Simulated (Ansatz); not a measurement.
`CS[Si](F)Cl` radical, relaxed with UKS PBE0-D4/def2-TZVP in the Gaussian-basis code of Ansatz from a PBE-D4/def2-SVP geometry. The force threshold is 0.005 eV/Å; the program also tests the step.

The species carries charge 0 and has multiplicity 2.

Start:

```xyz
8

C     0.544   -0.864   -0.662
S     1.367    0.234    0.572
Si   -0.374    1.246    1.323
F    -1.538    0.117    1.599
Cl   -1.212    2.531   -0.098
H     0.054   -0.261   -1.450
H    -0.192   -1.529   -0.172
H     1.350   -1.473   -1.112
```

(1) How much energy does the relaxation release, and in how many steps? (Best estimate.)

(2) Which bonds change most? (An estimate is asked.)

(3) Give the relaxed structure. (Estimate.)

## Answers

(1) Ansatz gave: 7.42 kJ/mol, in 13 steps, 1 of them rejected.

(2) Computed: Si3–F4 from 1.644 to 1.599 Å; S2–Si3 from 2.150 to 2.112 Å; Si3–Cl5 from 2.091 to 2.055 Å; C1–S2 from 1.846 to 1.823 Å.

(3) Computed: 
```xyz
8

C     0.544   -0.836   -0.689
S     1.319    0.159    0.628
Si   -0.365    1.234    1.312
F    -1.509    0.223    1.788
Cl   -1.237    2.343   -0.182
H     0.147   -0.192   -1.473
H    -0.239   -1.473   -0.284
H     1.339   -1.458   -1.100
```
